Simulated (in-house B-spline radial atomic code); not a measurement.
The numbers below are computed, except where a source is named.
Extrapolating the RPA correlation energy in partial waves: the argon ion Ar⁷⁺

All-electron RPA on Hartree-Fock orbitals from a B-spline radial code for spherical atoms, non-relativistic, point nucleus, configuration [Ne] 3s1, highest spin. With empty states up to angular momentum L the sums are:

```tsv
L	E_c(L) (hartree)
3	-0.554995
4	-0.589137
5	-0.602694
6	-0.609109
7	-0.612520
8	-0.614489
9	-0.615697
```

For large l each further wave adds A/(l + 1/2)⁴, because the basis must build the cusp where two electrons meet.

**Question.** Estimate the limit from L = 8 and L = 9.

**Answer.** Wave 9 adds -0.001208, against a sum of (l + 1/2)⁻⁴ of 1.22774e-04, so A = -9.8392. The sum over l > 9 is ζ(4, 10.5) = 3.3168e-04, close to 1/(3 × 10³) = 3.3333e-04. The tail is -0.003263 and the limit -0.61896 hartree.

**Question.** How good is the estimate?

**Answer.** A run to L = 11 sums to -0.61699 and extrapolates to -0.61874 hartree, 0.08 millihartree from the run before. The estimate differs from that by -0.22 millihartree, while the bare sum at L = 9 misses 3.0 millihartree (0.5 %).
